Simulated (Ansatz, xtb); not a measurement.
Relative energy of two structures of CBLiO

We compare a, a triplet given by its coordinates, with b, the triplet with the links of `[Li][B]=C=O`. Both are isolated molecules in the gas phase, relaxed with r2SCAN-D4/def2-TZVP.

a (Å):

```json
{"atom": "C", "x (Å)": "0.0000", "y (Å)": "0.0000", "z (Å)": "-2.1654"}
{"atom": "B", "x (Å)": "0.0000", "y (Å)": "0.0000", "z (Å)": "-0.6801"}
{"atom": "Li", "x (Å)": "0.0000", "y (Å)": "0.0000", "z (Å)": "2.2567"}
{"atom": "O", "x (Å)": "0.0000", "y (Å)": "0.0000", "z (Å)": "0.5887"}
```

Close contacts (Å): C1–B2 1.49, B2–O4 1.27, Li3–O4 1.67.

b (Å):

| atom | x (Å) | y (Å) | z (Å) |
| --- | --- | --- | --- |
| C | 0.0000 | 0.0000 | -0.9478 |
| B | 0.0000 | 0.0000 | 0.4957 |
| Li | 0.0000 | 0.0000 | 2.5735 |
| O | 0.0000 | 0.0000 | -2.1215 |

Task: Which of the two would you expect CCSD(T)/def2-TZVPP electronic energies to favour?

Result: Structure a; the calculation gives E(b) − E(a) = +10.0 kcal/mol.

The same difference at several levels:

```csv
level,geometry,E(b) − E(a) (kcal/mol),departure from the last row (kcal/mol),"job, with rough time for the two"
r2SCAN-D4/def2-TZVP,r2SCAN-D4/def2-TZVP,+5.6,−4.4,"optimisation, 71 s"
HF/def2-TZVPP,r2SCAN-D4/def2-TZVP,+22.6,+12.6,part of the CCSD(T) run
MP2/def2-TZVPP,r2SCAN-D4/def2-TZVP,+9.8,−0.2,part of the CCSD(T) run
CCSD(T)/def2-TZVPP,r2SCAN-D4/def2-TZVP,+10.0,,"single point, 31 s"
```

None of the levels shown reverses the order. The largest departure from CCSD(T)/def2-TZVPP is that of HF/def2-TZVPP, 12.6 kcal/mol. Levels run at GFN2-xTB geometries aren't shown. The triplet state of a needn't be its ground state. The triplet state of b needn't be its ground state.

With harmonic frequencies from r2SCAN-D4/def2-TZVP (ideal gas, rigid rotor, one conformer each, 298.15 K, 1 atm): the zero-point term adds +0.8 kcal/mol; ΔH is +10.5 and ΔG +11.3 kcal/mol.

Open shells are spin-unrestricted. The correlated steps freeze 3 core orbitals; the last core shell of Li is correlated, in a basis made for valence electrons. Codes used: Ansatz 0.2.0; the last row on 1 thread of Arm Neoverse V2 on a shared host.
